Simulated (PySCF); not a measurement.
CH5BO, SMILES CBO.

Geometry optimised at B3LYP-D3(BJ)/def2-TZVP. The values are those of a single conformer.

Method: TDDFT-PBE0/def2-SVPD (PySCF).

Vertical excitations. Gas-phase values at a fixed geometry. State labels are in the subgroup Cs.

Question: List the lowest excited states. (The exact figures need the calculation; the answer reports its results.)

Answer: 
```csv
state,symmetry,energy (eV),λ (nm),f,main pairs
S1,A",6.90,180,0.002,HOMO→LUMO 99 %
S2,A',7.76,160,0.016,HOMO→LUMO+1 98 %
S3,A",8.75,142,0.013,HOMO−2→LUMO 97 %
S4,A',8.88,140,0.047,HOMO→LUMO+2 97 %
S5,A",9.04,137,0.013,HOMO−1→LUMO+1 94 %
S6,A',9.16,135,0.061,"HOMO→LUMO+3 63 %, HOMO−1→LUMO 24 %, HOMO−2→LUMO+1 11 %"
S7,A',9.30,133,0.093,"HOMO→LUMO+3 35 %, HOMO−1→LUMO 31 %, HOMO−2→LUMO+1 31 %"
S8,A',9.56,130,0.309,"HOMO−2→LUMO+1 54 %, HOMO−1→LUMO 39 %"
S9,A",10.10,123,0.011,HOMO→LUMO+4 94 %
S10,A',10.20,122,0.028,HOMO→LUMO+5 91 %
T1,A",6.26,198,0,HOMO→LUMO 98 %
T2,A',7.52,165,0,HOMO→LUMO+1 96 %
T3,A',7.62,163,0,HOMO−1→LUMO 91 %
T4,A",8.03,154,0,HOMO−2→LUMO 87 %
```
Triplets are in the Tamm–Dancoff approximation, which puts them higher than full response would, so one can lie above its singlet here.
